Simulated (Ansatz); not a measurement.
# Nudged elastic band run: C₂H₉FSi₂

Input:

```yaml
crystal:
  periodic: [false, false, false]
  atoms:
    - { symbol: C, position_ang: [-1.957458, 0.838223, 0.916034] }
    - { symbol: C, position_ang: [-0.597847, 0.829472, 0.232436] }
    - { symbol: F, position_ang: [0.384343, 1.265904, 1.163393] }
    - { symbol: Si, position_ang: [-0.005257, -0.897561, -0.389853] }
    - { symbol: Si, position_ang: [2.29868, -0.765764, -0.82455] }
    - { symbol: H, position_ang: [-2.750002, 0.552383, 0.202743] }
    - { symbol: H, position_ang: [-1.982251, 0.130622, 1.76122] }
    - { symbol: H, position_ang: [-2.188669, 1.846838, 1.301104] }
    - { symbol: H, position_ang: [-0.591609, 1.553493, -0.606578] }
    - { symbol: H, position_ang: [-0.777783, -1.287045, -1.623292] }
    - { symbol: H, position_ang: [-0.294745, -1.917069, 0.67644] }
    - { symbol: H, position_ang: [2.587137, 0.453612, -1.653082] }
    - { symbol: H, position_ang: [3.077619, -0.661777, 0.452465] }
    - { symbol: H, position_ang: [2.784842, -1.970529, -1.57958] }
basis:
  gaussian: { orbitals: "6-31G*" }
hamiltonian:
  xc: pbe
neb:
  order_check: false
  images: 5
  f_tol: 0.05
  max_iterations: 60
  optimiser: fire
  climbing: immediate
  final_atoms:
    - { symbol: C, position_ang: [-1.94877853, 0.76145076, 0.99813038] }
    - { symbol: C, position_ang: [-0.54831195, 0.79995839, 0.40351872] }
    - { symbol: F, position_ang: [0.39397834, 0.8978837, 1.46356561] }
    - { symbol: Si, position_ang: [-0.04543382, -0.76438469, -0.60700948] }
    - { symbol: Si, position_ang: [2.28859669, -0.74823223, -0.87007288] }
    - { symbol: H, position_ang: [-2.70835052, 0.73897723, 0.19727481] }
    - { symbol: H, position_ang: [-2.08859475, -0.1304238, 1.63124423] }
    - { symbol: H, position_ang: [-2.12846065, 1.65787244, 1.61733977] }
    - { symbol: H, position_ang: [-0.4277241, 1.70749752, -0.22106519] }
    - { symbol: H, position_ang: [-0.75055866, -0.76005943, -1.9383526] }
    - { symbol: H, position_ang: [-0.49195061, -1.98570123, 0.1473732] }
    - { symbol: H, position_ang: [2.73440717, -1.77802606, -1.86943668] }
    - { symbol: H, position_ang: [2.73411501, 0.60085222, -1.3576814] }
    - { symbol: H, position_ang: [2.97406637, -1.02686282, 0.43407153] }
  initial_path:
    images:
      - { positions_ang: [[-1.957458, 0.838223, 0.916034], [-0.597847, 0.829472, 0.232436], [0.384343, 1.265904, 1.163393], [-0.005257, -0.897561, -0.389853], [2.29868, -0.765764, -0.82455], [-2.750002, 0.552383, 0.202743], [-1.982251, 0.130622, 1.76122], [-2.188669, 1.846838, 1.301104], [-0.591609, 1.553493, -0.606578], [-0.777783, -1.287045, -1.623292], [-0.294745, -1.917069, 0.67644], [2.587137, 0.453612, -1.653082], [3.077619, -0.661777, 0.452465], [2.784842, -1.970529, -1.57958]] }
      - { positions_ang: [[-1.94237396, 0.81466761, 0.90610989], [-0.56497284, 0.79072269, 0.31200866], [0.3293219, 1.10463175, 1.30930179], [0.01648043, -0.87074927, -0.41013095], [2.27871706, -0.74766452, -0.85818913], [-2.70768888, 0.64244233, 0.13996307], [-2.05966739, 0.08492739, 1.6913654], [-2.15468271, 1.81816696, 1.34584603], [-0.47170037, 1.57150269, -0.42943193], [-0.78003252, -1.1599434, -1.65001122], [-0.31411357, -1.96251396, 0.56758107], [2.54220463, 0.09397711, -1.89760176], [2.98570589, -0.27064382, 0.18672028], [2.82980234, -1.93872157, -1.1846312]] }
      - { positions_ang: [[-1.92728991, 0.79111222, 0.89618578], [-0.53209867, 0.75197338, 0.39158132], [0.2743008, 0.94335951, 1.45521058], [0.03821785, -0.84393755, -0.43040891], [2.25875411, -0.72956505, -0.89182825], [-2.66537577, 0.73250167, 0.07718315], [-2.13708377, 0.03923278, 1.6215108], [-2.12069642, 1.78949593, 1.39058806], [-0.35179175, 1.58951239, -0.25228586], [-0.78228204, -1.03284181, -1.67673045], [-0.33348215, -2.00795892, 0.45872214], [2.49727225, -0.26565778, -2.14212152], [2.89379278, 0.12048936, -0.07902443], [2.87476267, -1.90691413, -0.78968241]] }
      - { positions_ang: [[-1.91220587, 0.76755683, 0.88626167], [-0.49922451, 0.71322407, 0.47115398], [0.21927971, 0.78208726, 1.60111937], [0.05995528, -0.81712582, -0.45068686], [2.23879117, -0.71146557, -0.92546738], [-2.62306265, 0.822561, 0.01440322], [-2.21450016, -0.00646183, 1.5516562], [-2.08671012, 1.76082489, 1.43533009], [-0.23188312, 1.60752208, -0.07513979], [-0.78453156, -0.90574021, -1.70344967], [-0.35285072, -2.05340388, 0.34986322], [2.45233988, -0.62529267, -2.38664128], [2.80187967, 0.51162254, -0.34476915], [2.91972301, -1.8751067, -0.39473361]] }
      - { positions_ang: [[-1.92439675, 0.76552147, 0.92355124], [-0.51558699, 0.74213551, 0.44860889], [0.27751258, 0.82068607, 1.55526811], [0.02482558, -0.79954544, -0.5027944], [2.25539301, -0.72372113, -0.90700255], [-2.65149194, 0.79469975, 0.07536042], [-2.17253169, -0.04778249, 1.57818554], [-2.10062697, 1.72650741, 1.49599998], [-0.29716344, 1.64084723, -0.12378159], [-0.77320726, -0.85717995, -1.78175065], [-0.39921735, -2.03083633, 0.28236654], [2.54636231, -1.00953713, -2.21423975], [2.77929145, 0.54136577, -0.68240657], [2.93783746, -1.59235874, -0.11846523]] }
      - { positions_ang: [[-1.93658764, 0.76348612, 0.96084081], [-0.53194947, 0.77104695, 0.42606381], [0.33574546, 0.85928489, 1.50941686], [-0.01030412, -0.78196507, -0.55490194], [2.27199485, -0.73597668, -0.88853771], [-2.67992123, 0.76683849, 0.13631761], [-2.13056322, -0.08910315, 1.60471489], [-2.11454381, 1.69218993, 1.55666988], [-0.36244377, 1.67417237, -0.17242339], [-0.76188296, -0.80861969, -1.86005162], [-0.44558398, -2.00826878, 0.21486987], [2.64038474, -1.3937816, -2.04183821], [2.75670323, 0.57110899, -1.02004399], [2.95595192, -1.30961078, 0.15780315]] }
      - { positions_ang: [[-1.94877853, 0.76145076, 0.99813038], [-0.54831195, 0.79995839, 0.40351872], [0.39397834, 0.8978837, 1.46356561], [-0.04543382, -0.76438469, -0.60700948], [2.28859669, -0.74823223, -0.87007288], [-2.70835052, 0.73897723, 0.19727481], [-2.08859475, -0.1304238, 1.63124423], [-2.12846065, 1.65787244, 1.61733977], [-0.4277241, 1.70749752, -0.22106519], [-0.75055866, -0.76005943, -1.9383526], [-0.49195061, -1.98570123, 0.1473732], [2.73440717, -1.77802606, -1.86943668], [2.73411501, 0.60085222, -1.3576814], [2.97406637, -1.02686282, 0.43407153]] }
```

Launched with:

```bash
$ ansatz run input.yaml --threads 2 --pin off --max-ram 3072MiB --backend cpu --events-out ev --progress --plain --runs-dir out
```

Output, in part (warnings, iteration lines, the closing report on the highest movable image, with atoms numbered from 0):

```
NEB end point (image 0): max|allowed force component| = 9.543e-3 eV/Å (the criterion of neb.relax_end_points is 1.000e-2)
NEB end point (image 6): max|allowed force component| = 1.062e-2 eV/Å (the criterion of neb.relax_end_points is 1.000e-2)
NEB iter   1: max|band force component| = 3.926e0 eV/Å  barrier→ = 1.2028 eV  barrier← = 1.2028 eV  CI = image 2  Δτ_max = 0.0624 Å  (187 SCF iters)
NEB iter   2: max|band force component| = 1.729e0 eV/Å  barrier→ = 0.4366 eV  barrier← = 0.4365 eV  CI = image 2  Δτ_max = 0.0892 Å  (145 SCF iters)
NEB iter   3: max|band force component| = 2.462e0 eV/Å  barrier→ = 0.2896 eV  barrier← = 0.2896 eV  CI = image 2  Δτ_max = 0.0101 Å  (149 SCF iters)
NEB iter   4: max|band force component| = 2.157e0 eV/Å  barrier→ = 0.2323 eV  barrier← = 0.2323 eV  CI = image 2  Δτ_max = 0.0171 Å  (161 SCF iters)
NEB iter   5: max|band force component| = 1.595e0 eV/Å  barrier→ = 0.1576 eV  barrier← = 0.1576 eV  CI = image 2  Δτ_max = 0.0229 Å  (156 SCF iters)
NEB iter   6: max|band force component| = 8.817e-1 eV/Å  barrier→ = 0.1121 eV  barrier← = 0.1121 eV  CI = image 3  Δτ_max = 0.0033 Å  (156 SCF iters)
NEB iter   7: max|band force component| = 8.083e-1 eV/Å  barrier→ = 0.1064 eV  barrier← = 0.1064 eV  CI = image 3  Δτ_max = 0.0062 Å  (121 SCF iters)
NEB iter   8: max|band force component| = 6.714e-1 eV/Å  barrier→ = 0.0991 eV  barrier← = 0.0991 eV  CI = image 3  Δτ_max = 0.0087 Å  (141 SCF iters)
NEB iter   9: max|band force component| = 4.892e-1 eV/Å  barrier→ = 0.0944 eV  barrier← = 0.0944 eV  CI = image 3  Δτ_max = 0.0104 Å  (151 SCF iters)
NEB iter  10: max|band force component| = 3.976e-1 eV/Å  barrier→ = 0.0916 eV  barrier← = 0.0916 eV  CI = image 3  Δτ_max = 0.0109 Å  (151 SCF iters)
NEB iter  11: max|band force component| = 4.385e-1 eV/Å  barrier→ = 0.0873 eV  barrier← = 0.0873 eV  CI = image 3  Δτ_max = 0.0105 Å  (151 SCF iters)
NEB iter  12: max|band force component| = 2.508e-1 eV/Å  barrier→ = 0.0811 eV  barrier← = 0.0810 eV  CI = image 3  Δτ_max = 0.0102 Å  (152 SCF iters)
NEB iter  13: max|band force component| = 1.795e-1 eV/Å  barrier→ = 0.0755 eV  barrier← = 0.0755 eV  CI = image 3  Δτ_max = 0.0103 Å  (160 SCF iters)
NEB iter  14: max|band force component| = 4.258e-1 eV/Å  barrier→ = 0.0734 eV  barrier← = 0.0734 eV  CI = image 3  Δτ_max = 0.0006 Å  (159 SCF iters)
NEB iter  15: max|band force component| = 3.836e-1 eV/Å  barrier→ = 0.0729 eV  barrier← = 0.0729 eV  CI = image 3  Δτ_max = 0.0012 Å  (98 SCF iters)
NEB iter  16: max|band force component| = 3.039e-1 eV/Å  barrier→ = 0.0721 eV  barrier← = 0.0721 eV  CI = image 3  Δτ_max = 0.0016 Å  (103 SCF iters)
NEB iter  17: max|band force component| = 1.961e-1 eV/Å  barrier→ = 0.0711 eV  barrier← = 0.0711 eV  CI = image 3  Δτ_max = 0.0018 Å  (104 SCF iters)
NEB iter  18: max|band force component| = 1.307e-1 eV/Å  barrier→ = 0.0704 eV  barrier← = 0.0704 eV  CI = image 3  Δτ_max = 0.0018 Å  (109 SCF iters)
NEB iter  19: max|band force component| = 1.336e-1 eV/Å  barrier→ = 0.0698 eV  barrier← = 0.0698 eV  CI = image 3  Δτ_max = 0.0016 Å  (107 SCF iters)
NEB iter  20: max|band force component| = 1.377e-1 eV/Å  barrier→ = 0.0695 eV  barrier← = 0.0694 eV  CI = image 3  Δτ_max = 0.0016 Å  (107 SCF iters)
NEB iter  21: max|band force component| = 1.956e-1 eV/Å  barrier→ = 0.0690 eV  barrier← = 0.0689 eV  CI = image 3  Δτ_max = 0.0020 Å  (110 SCF iters)
NEB iter  22: max|band force component| = 1.999e-1 eV/Å  barrier→ = 0.0681 eV  barrier← = 0.0681 eV  CI = image 3  Δτ_max = 0.0026 Å  (107 SCF iters)
NEB iter  23: max|band force component| = 1.407e-1 eV/Å  barrier→ = 0.0670 eV  barrier← = 0.0669 eV  CI = image 3  Δτ_max = 0.0032 Å  (108 SCF iters)
NEB iter  24: max|band force component| = 1.113e-1 eV/Å  barrier→ = 0.0657 eV  barrier← = 0.0657 eV  CI = image 3  Δτ_max = 0.0038 Å  (110 SCF iters)
NEB iter  25: max|band force component| = 1.187e-1 eV/Å  barrier→ = 0.0646 eV  barrier← = 0.0646 eV  CI = image 3  Δτ_max = 0.0042 Å  (110 SCF iters)
NEB iter  26: max|band force component| = 1.892e-1 eV/Å  barrier→ = 0.0637 eV  barrier← = 0.0637 eV  CI = image 3  Δτ_max = 0.0044 Å  (111 SCF iters)
NEB iter  27: max|band force component| = 1.624e-1 eV/Å  barrier→ = 0.0624 eV  barrier← = 0.0624 eV  CI = image 3  Δτ_max = 0.0050 Å  (110 SCF iters)
NEB iter  28: max|band force component| = 6.670e-2 eV/Å  barrier→ = 0.0609 eV  barrier← = 0.0609 eV  CI = image 3  Δτ_max = 0.0058 Å  (112 SCF iters)
NEB iter  29: max|band force component| = 1.334e-1 eV/Å  barrier→ = 0.0599 eV  barrier← = 0.0598 eV  CI = image 3  Δτ_max = 0.0011 Å  (112 SCF iters)
NEB iter  30: max|band force component| = 5.492e-2 eV/Å  barrier→ = 0.0596 eV  barrier← = 0.0596 eV  CI = image 3  Δτ_max = 0.0015 Å  (102 SCF iters)
NEB iter  31: max|band force component| = 5.432e-2 eV/Å  barrier→ = 0.0594 eV  barrier← = 0.0594 eV  CI = image 3  Δτ_max = 0.0012 Å  (107 SCF iters)
NEB iter  32: max|band force component| = 1.141e-1 eV/Å  barrier→ = 0.0592 eV  barrier← = 0.0592 eV  CI = image 3  Δτ_max = 0.0015 Å  (104 SCF iters)
NEB iter  33: max|band force component| = 8.722e-2 eV/Å  barrier→ = 0.0589 eV  barrier← = 0.0589 eV  CI = image 3  Δτ_max = 0.0018 Å  (105 SCF iters)
NEB iter  34: max|band force component| = 3.558e-2 eV/Å  barrier→ = 0.0585 eV  barrier← = 0.0585 eV  CI = image 3  Δτ_max = 0.0000 Å  (247 SCF iters)
Total energy: -20677.23716176 eV, -759.8744501599 hartree
Atom 0 at    -1.971252     0.831282     0.906827 Å, force    -0.010759    -0.002507     0.012465 eV/Å
Atom 1 at    -0.512541     0.748999     0.485408 Å, force    -0.002859     0.009818    -0.011763 eV/Å
Atom 2 at     0.303286     0.783385     1.645937 Å, force    -0.007109     0.000874    -0.012701 eV/Å
Atom 3 at    -0.023691    -0.849867    -0.469780 Å, force     0.019965     0.019119    -0.009456 eV/Å
Atom 4 at     2.276270    -0.720882    -0.941627 Å, force     0.008190    -0.015853    -0.004804 eV/Å
Atom 5 at    -2.630800     0.814637     0.021993 Å, force    -0.008526     0.012485     0.007860 eV/Å
Atom 6 at    -2.240817    -0.018085     1.556453 Å, force    -0.014206    -0.003413    -0.004692 eV/Å
Atom 7 at    -2.160567     1.766115     1.462502 Å, force    -0.014416     0.000140     0.019681 eV/Å
Atom 8 at    -0.243228     1.633009    -0.127782 Å, force    -0.026471     0.013800     0.020614 eV/Å
Atom 9 at    -0.823244    -0.940134    -1.742550 Å, force    -0.015729    -0.012404    -0.001823 eV/Å
Atom 10 at    -0.355232    -2.045578     0.376693 Å, force    -0.012811     0.011606     0.009089 eV/Å
Atom 11 at     2.503087    -0.615896    -2.422920 Å, force     0.035968    -0.020527    -0.003673 eV/Å
Atom 12 at     2.853567     0.506112    -0.296857 Å, force     0.017338    -0.015105    -0.008533 eV/Å
Atom 13 at     3.012161    -1.922295    -0.425396 Å, force     0.031424     0.001966    -0.012263 eV/Å
Dipole moment:    -0.269332     0.079759    -0.165405 e Å
```

The run converged. The order of the stationary point at the top wasn't checked.

Final band (atoms are numbered from 1 in the order of the input):

```csv
image,path coordinate (Å),energy (eV),dihedral C2–Si4–Si5–H14 (°)
0,0.00,0.000,-168
1,0.88,0.020,170
2,1.76,0.048,147
3,2.63,0.059,125
4,3.33,0.040,107
5,4.04,0.013,89
6,4.74,0.000,70
```

Run time: 6.4 min on 2 threads of Arm Neoverse V2, on a shared host, peak memory 0.17 GiB.
